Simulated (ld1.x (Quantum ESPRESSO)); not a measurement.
LDA (PZ) ultrasoft dataset for technetium (Tc), fully relativistic all-electron reference.

| Quantity | Value |
| --- | --- |
| Element | technetium (Tc) |
| Generator | ld1.x (Quantum ESPRESSO) 7.5 |
| Type | ultrasoft |
| Functional | LDA (PZ) |
| Relativity | fully relativistic |
| Frozen core | [Ar] 3d10 4s2 |
| Valence charge | 13 |
| Reference configuration | 4p6 4d5 5s1 5p1 |
| Partial waves | 5s (bound): rcut 1.65, rcutus 2.05 bohr; 5s channel at -0.1 Ry: rcut 1.65, rcutus 2.05 bohr; 4p (bound): rcut 1.60, rcutus 2.10 bohr; 5p (bound): rcut 1.60, rcutus 2.10 bohr; 4d (bound): rcut 1.80, rcutus 2.20 bohr; 4d channel at -0.2 Ry: rcut 1.80, rcutus 2.20 bohr |
| Local potential | all-electron potential smoothed inside 1.70 bohr (lloc = -1) |
| Core correction | none |
| Augmentation charge | PSQ, inside the norm-conserving radii |

Open shells are filled in proportion to 2j + 1 (rel_dist='average').

(1) Does the generator finish with these settings?

## Answers

(1) No. ld1.x (Quantum ESPRESSO) 7.5 stopped with "chargeps: negative rho": the pseudo-density turned negative during the self-consistent test, most likely because a state had been found with a wrong node count and its wave set to zero before. Before that it printed "Warning: n=1, l=0 expected 0 nodes, found 1".
